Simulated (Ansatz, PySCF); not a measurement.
C4F6, SMILES FC1=C(F)C(F)(F)C1(F)F. Atoms are numbered in the order given.

```xyz
10

F     -1.5955     0.0000     1.8964
C     -0.6724     0.0000     0.9692
C      0.6724     0.0000     0.9692
F      1.5955     0.0000     1.8964
C      0.7858     0.0000    -0.5338
F      1.3445     1.0885    -1.0930
F      1.3445    -1.0885    -1.0930
C     -0.7858     0.0000    -0.5338
F     -1.3445    -1.0885    -1.0930
F     -1.3445     1.0885    -1.0930
```

Coordinates come from a B3LYP-D3(BJ)/def2-SVP optimisation.

Two levels are set side by side: PBE-D3(BJ)/def2-SVP (Ansatz, a program for electronic structure) and B3LYP-D3(BJ)/def2-SVP (Ansatz). Each level has its own optimised geometry; the coordinates shown are those of the second. Frequencies come from the Hessian of PySCF at each geometry. Differences are taken from unrounded values.

```json
[
 {"quantity": "mean bond length (Å)", "B3LYP-D3(BJ)": "1.393"},
 {"quantity": "bond F1–C2 (Å)", "B3LYP-D3(BJ)": "1.308"},
 {"quantity": "bond C2–C3 (Å)", "B3LYP-D3(BJ)": "1.345"},
 {"quantity": "bond C2–C8 (Å)", "B3LYP-D3(BJ)": "1.507"},
 {"quantity": "bond C3–F4 (Å)", "B3LYP-D3(BJ)": "1.308"},
 {"quantity": "bond C3–C5 (Å)", "B3LYP-D3(BJ)": "1.507"},
 {"quantity": "bond C5–F6 (Å)", "B3LYP-D3(BJ)": "1.345"},
 {"quantity": "bond C5–F7 (Å)", "B3LYP-D3(BJ)": "1.345"},
 {"quantity": "bond C5–C8 (Å)", "B3LYP-D3(BJ)": "1.572"},
 {"quantity": "bond C8–F9 (Å)", "B3LYP-D3(BJ)": "1.345"},
 {"quantity": "bond C8–F10 (Å)", "B3LYP-D3(BJ)": "1.345"},
 {"quantity": "highest harmonic wavenumber (cm⁻¹)", "B3LYP-D3(BJ)": "1855"},
 {"quantity": "mean harmonic wavenumber (cm⁻¹)", "B3LYP-D3(BJ)": "743"},
 {"quantity": "zero-point energy (kcal/mol)", "B3LYP-D3(BJ)": "25.49"}
]
```

### Question
What does PBE-D3(BJ) give, and how far is it from B3LYP-D3(BJ)? (Estimate from the structure and the level; the computed values follow.)

### Answer

```json
[
 {"quantity": "mean bond length (Å)", "PBE-D3(BJ)": "1.401", "PBE-D3(BJ) minus B3LYP-D3(BJ)": "0.008"},
 {"quantity": "bond F1–C2 (Å)", "PBE-D3(BJ)": "1.315", "PBE-D3(BJ) minus B3LYP-D3(BJ)": "0.007"},
 {"quantity": "bond C2–C3 (Å)", "PBE-D3(BJ)": "1.358", "PBE-D3(BJ) minus B3LYP-D3(BJ)": "0.013"},
 {"quantity": "bond C2–C8 (Å)", "PBE-D3(BJ)": "1.510", "PBE-D3(BJ) minus B3LYP-D3(BJ)": "0.003"},
 {"quantity": "bond C3–F4 (Å)", "PBE-D3(BJ)": "1.315", "PBE-D3(BJ) minus B3LYP-D3(BJ)": "0.007"},
 {"quantity": "bond C3–C5 (Å)", "PBE-D3(BJ)": "1.510", "PBE-D3(BJ) minus B3LYP-D3(BJ)": "0.003"},
 {"quantity": "bond C5–F6 (Å)", "PBE-D3(BJ)": "1.355", "PBE-D3(BJ) minus B3LYP-D3(BJ)": "0.010"},
 {"quantity": "bond C5–F7 (Å)", "PBE-D3(BJ)": "1.355", "PBE-D3(BJ) minus B3LYP-D3(BJ)": "0.010"},
 {"quantity": "bond C5–C8 (Å)", "PBE-D3(BJ)": "1.581", "PBE-D3(BJ) minus B3LYP-D3(BJ)": "0.009"},
 {"quantity": "bond C8–F9 (Å)", "PBE-D3(BJ)": "1.355", "PBE-D3(BJ) minus B3LYP-D3(BJ)": "0.010"},
 {"quantity": "bond C8–F10 (Å)", "PBE-D3(BJ)": "1.355", "PBE-D3(BJ) minus B3LYP-D3(BJ)": "0.010"},
 {"quantity": "highest harmonic wavenumber (cm⁻¹)", "PBE-D3(BJ)": "1794", "PBE-D3(BJ) minus B3LYP-D3(BJ)": "-61"},
 {"quantity": "mean harmonic wavenumber (cm⁻¹)", "PBE-D3(BJ)": "715", "PBE-D3(BJ) minus B3LYP-D3(BJ)": "-28"},
 {"quantity": "zero-point energy (kcal/mol)", "PBE-D3(BJ)": "24.54", "PBE-D3(BJ) minus B3LYP-D3(BJ)": "-0.95"}
]
```

GGA bonds tend to be longer and softer than those of functionals with exact exchange. Differences between two approximate levels are no errors against the true value.
